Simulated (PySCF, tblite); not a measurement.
Compound: C8H9P.
Z-matrix (Å and degrees, GFN2-xTB geometry), rows numbered from 1:
```
C 
C   1  1.4997
P   2  1.6972  1  122.27
C   2  1.4561  1  117.96  3   179.02
C   4  1.3993  2  122.03  1    -5.78
C   5  1.3821  4  120.90  2  -179.67
C   6  1.3841  5  120.61  4    -0.13
C   7  1.3868  6  119.34  5    -0.01
C   8  1.3779  7  120.13  6     0.03
H   1  1.0912  2  110.42  3  -114.31
H   1  1.0902  2  110.50  3   126.24
H   1  1.0883  2  111.30  3     5.76
H   3  1.4013  2   96.33  1    -0.74
H   5  1.0786  4  120.48  2    -0.20
H   6  1.0806  5  119.46  4   179.78
H   7  1.0798  6  120.32  5   179.95
H   8  1.0802  7  120.03  6  -179.93
H   9  1.0826  4  118.65  2    -0.42
```

Method: PBE0/pcSseg-1 in PySCF (dipole) on a GFN2-xTB geometry, gas phase.

Take the most abundant isotopes and a rigid rotor. The values belong to one conformer with, in the numbering `[H]/[P:3]=[C:2](\[CH3:1])[c:4]1[cH:5][cH:6][cH:7][cH:8][cH:9]1`, C1–C2–C4–C5 -6°.

Question: What are A, B and C (cm⁻¹)?

Answer: Ia = 171.69, Ib = 528.58, Ic = 696.08 u·Å²; 505379 MHz·u·Å²/I gives 2944, 956.1 and 726.0 MHz, that is A = 0.09819, B = 0.03189, C = 0.02422 cm⁻¹.

Question: What kind of rotor is it?

Answer: An asymmetric top. Ray's parameter κ = (2B − A − C)/(A − C) = -0.793; −1 is the prolate and +1 the oblate limit.

Question: Is it planar, by Δ = Ic − Ia − Ib?

Answer: Not planar: Δ = Ic − Ia − Ib = -4.19 u·Å². For a rigid frame Δ = −2 Σ m c², so Σ m c² = 2.09 u·Å² lies off the ab plane: 1.66 from hydrogen and 0.43 from heavier atoms. The atom farthest from that plane is 0.95 Å away.

Question: Give the coordinates in the principal-axis frame, origin at the centre of mass.

Answer: The sense of each axis is arbitrary; atoms in the order of the calculation.
```
atom  mass (u)   a (Å)   b (Å)   c (Å)
  C1    12.000  -1.782   1.837   0.093
  C2    12.000  -1.303   0.418   0.026
  P3    30.974  -2.373  -0.897  -0.060
  C4    12.000   0.134   0.182   0.016
  C5    12.000   1.058   1.231  -0.054
  C6    12.000   2.417   0.980  -0.070
  C7    12.000   2.895  -0.318  -0.013
  C8    12.000   1.995  -1.371   0.060
  C9    12.000   0.640  -1.122   0.075
 H10     1.008  -1.489   2.380  -0.807
 H11     1.008  -1.346   2.348   0.952
 H12     1.008  -2.866   1.885   0.179
 H13     1.008  -3.551  -0.140  -0.022
 H14     1.008   0.721   2.254  -0.106
 H15     1.008   3.109   1.808  -0.128
 H16     1.008   3.957  -0.508  -0.026
 H17     1.008   2.356  -2.388   0.105
 H18     1.008  -0.058  -1.948   0.135
```

Question: List the rotational levels J(Ka,Kc) to J = 2 (MHz).

Answer: Above 0(0,0):
J = 1: 1(0,1) 1682, 1(1,1) 3670, 1(1,0) 3900
J = 2: 2(0,2) 5028, 2(1,2) 6804, 2(1,1) 7494, 2(2,1) 13457, 2(2,0) 13475

Question: Which lines would a microwave search look for?

Answer: The dipole components are |μa| = 0.82 D, |μb| = 1.52 D, |μc| = 0.08 D. Intensities carry the squares of the components, which stand as 0.29 : 1.00 : 0.00 (a : b : c). Some lines, for components of 0.1 D or more:

```
type  branch         J(Ka,Kc)   MHz  lower level (cm⁻¹)
   a       Q  2(1,1) ← 2(1,2)   690               0.227
   b       R  2(0,2) ← 1(1,1)  1358               0.122
   a       R  1(0,1) ← 0(0,0)  1682               0.000
   b       Q  1(1,0) ← 1(0,1)  2218               0.056
   b       Q  2(1,1) ← 2(0,2)  2467               0.168
   a       R  2(1,2) ← 1(1,1)  3134               0.122
   a       R  2(0,2) ← 1(0,1)  3345               0.056
   a       R  2(1,1) ← 1(1,0)  3594               0.130
   b       R  1(1,1) ← 0(0,0)  3670               0.000
   b       R  2(1,2) ← 1(0,1)  5122               0.056
   b       Q  2(2,0) ← 2(1,1)  5981               0.250
   b       Q  2(2,1) ← 2(1,2)  6653               0.227
   b       R  2(2,1) ← 1(1,0)  9557               0.130
   b       R  2(2,0) ← 1(1,1)  9806               0.122
```

Its lowest GFN2-xTB frequency is 6i cm⁻¹, too small to tell a flat minimum from a shallow saddle. No vibrational averaging or centrifugal distortion is included, and the geometry carries the error of its method. A rigid rotor knows nothing of internal rotation, which can split or shift real lines.
